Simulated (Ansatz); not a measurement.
Breaking the P1–O2 bond in PO (multiplicity 2 held). Energies count from the point at 1.480 Å.


```tsv
level	energy at R = 5.919 Å (eV)
RO-HF/cc-pV(D+d)Z	16.954
U-HF/cc-pV(D+d)Z	2.000
U-MP2/cc-pV(D+d)Z	5.205
U-SCS-MP2/cc-pV(D+d)Z	5.079
U-CCSD/cc-pV(D+d)Z	4.579
U-CCSD(T)/cc-pV(D+d)Z	4.834
CASSCF(11,8)/cc-pV(D+d)Z	4.465
SC-NEVPT2 on CASSCF(11,8)/cc-pV(D+d)Z	4.860
FIC-NEVPT4(SD) on CASSCF(11,8)/cc-pV(D+d)Z	4.741
FIC-MRCISD on CASSCF(11,8)/cc-pV(D+d)Z	4.780
FIC-MRCISD+Q on CASSCF(11,8)/cc-pV(D+d)Z	4.783
```

The rows run from 2.000 (U-HF/cc-pV(D+d)Z) to 16.954 eV (RO-HF/cc-pV(D+d)Z). In cc-pV(D+d)Z the value moves U-HF 2.000, U-MP2 5.205, U-CCSD 4.579, U-CCSD(T) 4.834, a shift of 2.834 from U-HF to U-CCSD(T).

R- and RO- levels are restricted; in cc, def2 and unpolarised 6-31G sets they are followed outwards from rest. U- levels take the lowest unrestricted solution at each point, which mixes spins at long bonds. Active spaces are followed from rest. Curves can end on different states.

Cores are frozen in the correlated methods.

Doubts at one or more of the structures used: a restricted determinant that unrestricted orbitals would lower (RO-HF/cc-pV(D+d)Z); a spin-contaminated determinant (U-HF/cc-pV(D+d)Z, U-MP2/cc-pV(D+d)Z, U-SCS-MP2/cc-pV(D+d)Z, U-CCSD/cc-pV(D+d)Z, U-CCSD(T)/cc-pV(D+d)Z).

Run with Ansatz (a first-principles code). Values without a source in brackets are computed.
